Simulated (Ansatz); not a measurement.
Born–Oppenheimer molecular dynamics of Cl$_{3}$FH$_{4}$OSi (10 atoms, charge 0, multiplicity 1). It starts from a rough guess of a transition structure, not a stationary point.

Level of theory: UKS B3LYP-D4/STO-3G in Ansatz.

```json
{
  "ensemble": "NVE (velocity Verlet)",
  "time step": "0.5 fs",
  "steps asked": "150",
  "starting velocities drawn for": "600 K",
  "seed": "328280"
}
```

First frame:

```xyz
10
Properties=species:S:1:pos:R:3
Si -0.549 -0.915 -0.349
H -0.663 0.173 1.173
Cl -0.122 -1.644 -2.218
Cl 0.366 -2.289 0.834
Cl -2.559 -0.693 -0.493
H 0.863 1.440 0.223
O 0.685 0.683 -0.785
H -0.181 0.970 1.485
F 0.651 1.834 1.338
H 1.508 0.441 -1.208
```

Problem. How far do the bonds stretch over the last three quarters of this one trajectory? (Pairs bonded in most of those frames.)

Solution. 
```
   bond  mean (Å)  spread (Å)  shortest  longest
 Si1–H2     1.515       0.062      1.43     1.70
Si1–Cl3     2.263       0.074      2.14     2.35
Si1–Cl4     2.151       0.094      2.02     2.28
Si1–Cl5     2.169       0.063      2.09     2.27
 Si1–O7     1.811       0.083      1.66     1.92
  H6–O7     1.113       0.054      1.03     1.23
 O7–H10     1.032       0.073      0.91     1.13
  H8–F9     1.031       0.064      0.92     1.16
```

Mean temperature of the second half: 1143 K. The conserved energy stayed within 0.82 meV per atom of its start (net change 0.64 meV per atom), so the integration is sound. The system heated up, since it started high on the potential surface and ran downhill. A run of 0.075 ps of so small a system gives no equilibrium averages. The orbitals stay closed-shell, which can raise the energy where a bond breaks towards radicals; this wasn't checked here. Limits of this set-up: minimal basis.

Time of the run: 9.8 min on 1 thread of Intel(R) Xeon(R) Platinum 8488C (Sapphire Rapids), on a shared host, peak memory 0.22 GiB.
